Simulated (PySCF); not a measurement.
**Sulfur: a sound run and one with changed settings**

Sound run: S⁺ [Ne] 3s2 3p3, S²⁺ [Ne] 3s2 3p2. Computed with PySCF 2.14 in def2-TZVP (5s5p2d1f, 37 functions), with no relativity, point nucleus. In the sound run the correlated levels freeze [Ne]. The sound run starts from symmetry-adapted Hartree-Fock orbitals and uses a fine grid where one is needed.

Changed run: basis STO-3G. This setting is unsound on purpose.

```
species   method  sound run (hartree)  changed run (hartree)  converged
     S⁺      UHF           -397.16268             -392.92422        yes
     S⁺     TPSS           -397.75122             -393.42444        yes
     S⁺     MN15           -397.61910             -392.39063        yes
     S⁺      MP2           -397.25032             -392.92422        yes
    S²⁺      UHF           -396.32774             -392.09347        yes
    S²⁺     TPSS           -396.89223             -392.56850        yes
    S²⁺     MN15           -396.76027             -391.53623        yes
    S²⁺      MP2           -396.39321             -392.10181        yes
    S²⁺  CCSD(T)           -396.41784             -392.10822        yes
```

Ionisation energy of S⁺:

| method | sound run (eV) | changed run (eV) |
| --- | --- | --- |
| UHF | 22.720 | 22.606 |
| TPSS | 23.374 | 23.291 |
| MN15 | 23.370 | 23.249 |
| MP2 | 23.323 | 22.379 |
| SCS-MP2 | 23.140 | 22.334 |

A minimal basis cannot let orbitals breathe on ionisation and holds almost no correlation.

For comparison, NIST gives 23.338 eV between the lowest levels.
